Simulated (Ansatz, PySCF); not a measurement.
Molecule: AlBr$_{2}$ (charge 0, doublet). It need not be the lowest isomer of its formula. SMILES: [Br][Al][Br]
Coordinates optimised at B3LYP-D3(BJ)/def2-TZVP (Ansatz, an electronic-structure program):
```xyz
3

Al     0.6212     0.4891     0.5656
Br    -0.2566     1.4693    -1.2990
Br     0.0259    -1.6510     1.0889
```
Charge 0, spin multiplicity 2.

Quantity: vertical ionisation energy (to the singlet state of charge +1; each state is the SCF solution reached for its spin), in eV. Valence correlation only, unless marked. UHF or UKS for open shells. No spin-orbit coupling. The frozen core is the preceding noble-gas configuration, with the filled d and f shells of earlier blocks. Non-relativistic. CBS(X,Y): correlation extrapolated as X^-3; Hartree-Fock from the larger set. The bracket is a focal-point correction in the basis named.

```
level                                                          program  vertical ionisation energy (eV)  minus last row
-------------------------------------------------------------  -------  -------------------------------  --------------
HF/def2-SVPD                                                    Ansatz                             8.54            0.02
HF/def2-TZVPPD                                                  Ansatz                             8.47           -0.05
SVWN5/def2-TZVPD                                                Ansatz                             8.53            0.01
PBE/def2-TZVPD                                                  Ansatz                             8.44           -0.08
B3LYP/def2-TZVPD                                                Ansatz                             8.59            0.07
PBE0/def2-TZVPD                                                 Ansatz                             8.64            0.12
M06-2X/def2-TZVPD                                                PySCF                             8.76            0.24
CAM-B3LYP/def2-TZVPD                                            Ansatz                             8.71            0.19
wB97M-V/def2-TZVPD                                              Ansatz                             8.50           -0.02
wB97X-V/def2-TZVPD                                              Ansatz                             8.61            0.09
B2PLYP/def2-TZVPD                                               Ansatz                             8.49           -0.03
MP2/def2-SVPD                                                   Ansatz                             8.47           -0.05
MP2/def2-TZVPPD                                                 Ansatz                             8.44           -0.08
RI-MP2/CBS(def2-TZVPPD,def2-QZVPPD)                             Ansatz                             8.51           -0.01
SCS-MP2/def2-TZVPPD                                             Ansatz                             8.39           -0.13
CCSD/def2-SVPD                                                  Ansatz                             8.49           -0.03
CCSD/def2-TZVPPD                                                Ansatz                             8.49           -0.03
CCSD(T)/def2-SVPD                                               Ansatz                             8.44           -0.08
CCSD(T)/def2-TZVPPD                                             Ansatz                             8.45           -0.07
RI-MP2/CBS(def2-TZVPPD,def2-QZVPPD)+[CCSD(T)-MP2]/def2-SVPD     Ansatz                             8.48           -0.04
RI-MP2/CBS(def2-TZVPPD,def2-QZVPPD)+[CCSD(T)-MP2]/def2-TZVPPD   Ansatz                             8.52            0.00
```

For comparison, minus the highest occupied orbital energy (PySCF): 5.71 eV at BP86/def2-TZVPD, 9.22 eV at HF/def2-TZVPD, 5.76 eV at TPSS/def2-TZVPD.
